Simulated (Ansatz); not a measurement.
`F[SiH2]SS` + `[NH2][GeH3]` → `[NH2][GeH2][SiH2]F` + `SS`  (formal exchange of groups at the Si–S bond)

Calculated with Ansatz (gas phase, PBE0-D4/def2-TZVP geometries, no zero-point term in ΔE). CCSD(T)/CBS adds triple-zeta CCSD(T) − MP2 to the extrapolated MP2 energy (def2 sets, frozen cores). This one scheme is used for every species. Functionals use def2-TZVPP. B3LYP here is the variant with VWN-RPA as its local correlation; programs differ in this. For Ge outer-core shells are correlated without core-valence functions, which leaves a few kJ/mol of doubt a bond. Scalar relativity is left out up to krypton. Each species was taken in one conformer, which may not be the lowest.

| level | ΔE (kcal/mol) | difference from CCSD(T)/CBS |
| --- | --- | --- |
| PBE-D4 | 13.3 | -1.5 |
| r2SCAN-D4 | 14.8 | 0.0 |
| PBE0-D4 | 13.9 | -0.9 |
| B3LYP-D4 | 13.5 | -1.3 |
| ωB97X-V | 14.1 | -0.7 |
| ωB97M-V | 15.2 | 0.4 |
| B2PLYP | 14.3 | -0.5 |
| PBE | 12.9 | -1.9 |
| r2SCAN | 14.7 | -0.1 |
| PBE0 | 13.5 | -1.3 |
| B3LYP | 12.7 | -2.1 |
| HF/def2-TZVPP | 13.8 | -1.0 |
| MP2/def2-TZVPP | 16.7 | 1.9 |
| SCS-MP2/def2-TZVPP | 15.7 | 0.9 |
| CCSD/def2-TZVPP | 13.9 | -0.9 |
| CCSD(T)/def2-TZVPP | 14.5 | -0.3 |
| HF/def2-QZVPP | 13.7 | -1.1 |
| MP2/def2-QZVPP | 16.8 | 2.0 |
| SCS-MP2/def2-QZVPP | 15.9 | 1.1 |
| HF/CBS(def2) | 13.7 | -1.1 |
| MP2/CBS(def2) | 17.0 | 2.2 |
| CCSD/CBS(def2) | 14.2 | -0.6 |
| CCSD(T)/CBS | 14.8 | 0 |

Largest T1 diagnostic among the species: 0.012.

The D4 term adds +0.8 kcal/mol with B3LYP and +0.3 kcal/mol with PBE0; it sums over pairs of atoms, weighted by their polarisabilities, and B3LYP, whose exchange is more repulsive, gets the larger term.
